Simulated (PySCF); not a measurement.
**Computed data sheet: `C=N[C@H]1CC[SiH2]O1`**

C₄H₉NOSi.
Numbering: `[CH2:1]=[N:2][C@H:3]1[CH2:4][CH2:5][SiH2:6][O:7]1` (hydrogens: H8, H9 on C1; H10 on C3; H11, H12 on C4; H13, H14 on C5; H15, H16 on Si6)

Structural features include: imine, Si–H bond and C–Si bond.

From PBE0-D3(BJ)/def2-SVP geometry optimisation, gas phase (PySCF):

```
Point group                  : C1
Rotational constants A, B, C : 3.501, 1.999, 1.666 GHz
```

**wB97X-D/def2-SVPD ground state, ΔSCF and vertical TDDFT (core frozen in the response) (PySCF)**

```
Dipole moment                                                     : 1.33 D
HOMO energy                                                       : -9.36 eV
LUMO energy                                                       : 1.42 eV
HOMO–LUMO gap                                                     : 10.78 eV
Lowest singlet excitation                                         : 5.10 eV (243 nm, f = 0.001)
Strongest line among the 10 lowest singlet transitions            : S4 at 7.60 eV (163 nm, f = 0.193)
Lowest triplet excitation (Tamm–Dancoff)                          : 4.36 eV
Static isotropic polarisability                                   : 80.3 au
Vertical ionisation energy                                        : 9.60 eV
Electronic spatial extent ⟨r²⟩ about the centre of nuclear charge : 844 bohr²
```

**PBE0/pcSseg-1 ground state and GIAO shieldings, non-relativistic (PySCF)**

```
Lowest Hirshfeld atomic charge                              : -0.23 e on O7
Highest Hirshfeld atomic charge                             : +0.40 e on Si6
13C chemical shifts (computed TMS as zero) by class         : 154.3 (C1), 95.7 (C3), 33.6 (C4), 4.7 (C5) ppm
1H chemical shifts (computed TMS as zero) by class          : 7.62 (H8), 7.36 (H9), 5.76 (H10), 4.98 (H16), 4.93 (H15), 2.45 (H12), 1.82 (H11), 0.74 (H13), 0.68 (H14) ppm
Isotropic shieldings of nuclei other than C and H, by class : -147 (N2), 274 (O7), 347 (Si6) ppm
Mayer bond orders between heavy atoms                       : C1–N2 1.94, N2–C3 1.00, C3–C4 1.01, C4–C5 1.00, C5–Si6 0.93, Si6–O7 0.91, O7–C3 0.91
```

From delta-SCF UKS SCAN, pcX-2 on the ionised atom, pcseg-1 elsewhere, spin-free X2C; 2p3/2 from a spin–orbit splitting computed afterwards within the 2p shell (PySCF):

```
Core binding energies : Si2p3/2 107.1 (Si6), C1s 290.3 (C5), C1s 290.8 (C4), C1s 291.5 (C1), C1s 292.7 (C3), N1s 404.8 (N2), O1s 537.7 (O7), Si1s 1847.0 (Si6) eV
```

Monoisotopic mass (most abundant isotopes): 115.0453 u.

The ΔSCF ionisation energy exceeds −ε(HOMO) by 0.24 eV with wB97X-D. No computed singlet falls in the visible range (750 to 380 nm, 1.65 to 3.26 eV); S1 lies 1.84 eV above its blue end. The largest Löwdin shares of the HOMO are 0.52 on N2, 0.14 on O7, 0.12 on C1 and 0.06 on C3. The rotational constants make it an asymmetric top with κ = (2B − A − C)/(A − C) = -0.64, nearer the prolate limit (−1).

One conformer stands for the species.
